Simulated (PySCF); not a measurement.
Isomers of C8H10F2Si, one GFN2-xTB conformer each. Single-point energies are computed at PBE0/pcSseg-1 (PySCF, gas phase, no added dispersion term), electronic only.

Question: Rank them by PBE0/pcSseg-1 energy, lowest first (kJ/mol).
A. `[F:1][CH:2]([F:3])[C:4]1=[CH:5][CH:6]=[CH:7][Si@H:8]1[CH:9]1[CH2:10][CH2:11]1` with F1–C2–C4–C5 109°, C7–Si8–C9–C10 -49°
B. `[CH2:1]=[C:2]([CH3:3])[Si@@H:4]1[CH:5]=[CH:6][C:7]([CH:8]([F:9])[F:10])=[CH:11]1` with C1–C2–Si4–C5 -131°, C6–C7–C8–F9 -69°

Answer: B (0.0), A (7.9).

As drawn, the higher has a three-membered ring, which the lower lacks. Neighbours under 10 kJ/mol apart (C=C(C)[Si@@H]1C=CC(C(F)F)=C1 and FC(F)C1=CC=C[Si@H]1C1CC1) can change places with a better method, another conformer or zero-point energy. GFN2-xTB itself gives, in the same order: 24.8, 0.0. GFN2-xTB puts FC(F)C1=CC=C[Si@H]1C1CC1 lowest instead.

Which frontier levels, dipoles and rotational constants go with these structures?

```csv
SMILES,"HOMO (eV, PBE0/pcSseg-1)",LUMO (eV),dipole (D),"A, B, C (MHz)"
C=C(C)[Si@@H]1C=CC(C(F)F)=C1,-7.05,-1.85,2.12,"1858, 497.3, 482.8"
FC(F)C1=CC=C[Si@H]1C1CC1,-7.05,-1.89,2.53,"1315, 750.1, 566.3"
```
